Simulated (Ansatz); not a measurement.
`F[C@@H]1CC[C@H](F)O1` → `FC1(F)CCOC1`  (isomerisation)

Computed with Ansatz on PBE0-D4/def2-TZVP structures; ΔE is electronic, products minus reactants. CCSD(T)/CBS adds triple-zeta CCSD(T) − MP2 to the extrapolated MP2 energy (def2 sets, frozen cores). Functionals use def2-TZVPP. B3LYP here is the variant with VWN-RPA as its local correlation; programs differ in this.

```json
{"level": "LDA (SPW92)", "ΔE (kcal/mol)": "9.3"}
{"level": "BHLYP-D4", "ΔE (kcal/mol)": "9.0"}
{"level": "ωB97M-V", "ΔE (kcal/mol)": "9.0"}
{"level": "r2SCAN", "ΔE (kcal/mol)": "9.3"}
{"level": "PBE0", "ΔE (kcal/mol)": "9.2"}
{"level": "B3LYP", "ΔE (kcal/mol)": "9.1"}
{"level": "MP2/def2-QZVPP", "ΔE (kcal/mol)": "9.7"}
{"level": "HF/CBS(def2)", "ΔE (kcal/mol)": "8.9"}
```

Task: What does CCSD(T)/CBS give? (An estimate is asked.)

Result: Ansatz gave: +9.2 kcal/mol. The listed levels differ from it by 0.1, -0.2, -0.2, 0.1, 0.0, -0.1, 0.5, -0.3 kcal/mol.

Largest T1 diagnostic among the species: 0.012.

Leaving LDA and LC-ωPBE aside and taking each functional with its dispersion term where it has one, the values, not all of them listed here, spread over 0.7 kcal/mol, from B97M-V to PBE-QIDH.

CCSD(T)/CBS has its own doubt, a few kJ/mol and more with outer-core shells, so smaller differences from it don't rank the levels.
